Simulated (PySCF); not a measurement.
C5H7F. Atoms are numbered in the order given.

```xyz
13

F     -0.3576    -2.3487     0.0000
C      0.5733    -1.3767     0.0000
C      0.2394    -0.0921     0.0000
C     -1.0928     0.6323     0.0000
C     -0.3126     1.9828     0.0000
C      1.0385     1.2007     0.0000
H      1.5959    -1.7658     0.0000
H     -1.7158     0.4480    -0.8905
H     -1.7158     0.4480     0.8905
H     -0.4771     2.6044     0.8916
H     -0.4771     2.6044    -0.8916
H      1.6671     1.3591    -0.8916
H      1.6671     1.3591     0.8916
```
Charge 0, spin multiplicity 1.

Geometry optimised at B3LYP-D3(BJ)/def2-SVP. A frequency run showed that this geometry is not a minimum.

Calculation: HF/pcSseg-1 in PySCF.

GIAO shieldings, no solvent; atoms listed in one row are averaged. δ = σ(ref) − σ: ¹⁹F against CFCl3 (σ = 238.5 ppm); ¹³C against TMS (σ = 192.6 ppm); ¹H against TMS (σ = 31.99 ppm), references at their B3LYP-D3(BJ)/def2-TZVP geometries, non-relativistic.

Computed chemical shifts:
| nucleus | atoms | count | δ (ppm) |
|---|---|---|---|
| ¹⁹F | F1 | 1 | -125.9 |
| ¹³C | C2 | 1 | 150.9 |
| ¹³C | C3 | 1 | 129.6 |
| ¹³C | C4 | 1 | 26.2 |
| ¹³C | C6 | 1 | 25.0 |
| ¹³C | C5 | 1 | 18.8 |
| ¹H | H7 | 1 | 6.86 |
| ¹H | H9, H8 | 2 | 3.10 |
| ¹H | H13, H12 | 2 | 2.94 |
| ¹H | H10, H11 | 2 | 2.26 |
